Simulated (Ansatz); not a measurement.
Two structures of InHBrCl₃, singlet, reached by relaxing down either side of one saddle point (PBE0-D4/def2-TZVP). Energies are electronic, without zero-point energy. Ansatz 0.2.0; basis: def2-TZVPP and def2-QZVPP; cores frozen in the correlated methods. Filled d shells of the heavier atoms are correlated. Core potentials replace the inner electrons of the atoms past krypton. The def2 sets are not built for correlating such inner shells, so the correlated values are less sure here. Extrapolation: Hartree–Fock as exp(−7.88 √X), correlation as X^−2.97. First:

In1  (-0.878, -0.102, 0.052)
Cl2  (-0.447, 2.088, -0.593)
Cl3  (-1.462, -1.637, -1.564)
Cl4  (-1.364, -0.529, 2.264)
H5  (2.133, 0.773, -0.278)
Br6  (2.018, -0.594, 0.120)
(Å)

Second:

```json
{"atom": "In1", "x (Å)": "-0.3685", "y (Å)": "-0.7496", "z (Å)": "0.2263"}
{"atom": "Cl2", "x (Å)": "0.0266", "y (Å)": "1.9376", "z (Å)": "-0.5614"}
{"atom": "Cl3", "x (Å)": "-1.5617", "y (Å)": "-1.4708", "z (Å)": "-1.6077"}
{"atom": "Cl4", "x (Å)": "-1.4642", "y (Å)": "-0.3643", "z (Å)": "2.2159"}
{"atom": "H5", "x (Å)": "1.2849", "y (Å)": "1.6575", "z (Å)": "-0.5124"}
{"atom": "Br6", "x (Å)": "2.0829", "y (Å)": "-1.0104", "z (Å)": "0.2393"}
```

**Question.** Which bonds change from the first to the second?

**Answer.** InCl₃ ([Cl][In]([Cl])[Cl]) + HBr → InBrCl₂ ([Cl][In]([Cl])[Br]) + HCl (still joined by a long In–Cl bond); bonds formed: Cl2–H5; dative contacts that become bonds: In1–Br6; bonds broken: H5–Br6; bonds weakened to dative contacts: In1–Cl2.

**Question.** Give the saddle point's structure and its height above each. (To be estimated.)

**Answer.** The calculation gives: 0.242 eV above the first and 0.412 eV above the second (CCSD(T) at an estimated basis limit (MP2 extrapolated from triple and quadruple zeta, plus CCSD(T) − MP2 in triple zeta)).
In1  (-0.631, -0.354, 0.119)
Cl2  (0.065, 1.914, -0.556)
Cl3  (-1.504, -1.567, -1.624)
Cl4  (-1.404, -0.437, 2.278)
H5  (1.415, 0.942, -0.309)
Br6  (2.060, -0.498, 0.092)
(Å)

T1 diagnostic: at most 0.011.

Labels in which every atom is bracketed show which atoms are joined, not bond orders.

For scale, one of the runs: CCSD(T)/def2-TZVPP, 238 basis functions, launched by `ansatz run in.yaml --threads 8 --pin off --events-out ev --progress --plain --max-ram 19148MiB`. Time: 3 min of wall clock on 8 CPU threads of an Arm Neoverse V1; the host was shared. Peak host memory: 4.6 GiB.
